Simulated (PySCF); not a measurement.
AlBrClH2N. Atoms are numbered in the order given.

```xyz
6

Al    -0.4128    -0.6116     0.0000
Cl     1.0143    -2.1517     0.0000
Br     0.2394     1.5403     0.0000
N     -2.1255    -1.0127     0.0000
H     -2.8803    -0.3312     0.0000
H     -2.4975    -1.9592     0.0000
```
Charge 0, spin multiplicity 1.

Geometry optimised at TPSSh-D3(BJ)/def2-SVP. One conformer was computed; it need not be the lowest.

These are PBE/def2-TZVP (PySCF) values and carry that method's errors.

ESP charges are fitted to the potential on shells at 1.4 to 2.0 van der Waals radii. Atomic charges (e):

```tsv
atom	ESP fit	Mulliken	meta-Löwdin	Löwdin
Al1	?	0.53	0.81	-0.70
Cl2	?	-0.23	-0.31	0.31
Br3	?	-0.21	-0.28	0.30
N4	-0.94	-0.57	-0.72	-0.25
H5	0.36	0.24	0.25	0.17
H6	0.37	0.24	0.25	0.17
```

**Question.** Some entries are withheld; supply them. (The exact figures need the calculation; the answer reports its results.)

**Answer.** 
- Al1, ESP fit: 0.65
- Cl2, ESP fit: -0.23
- Br3, ESP fit: -0.20
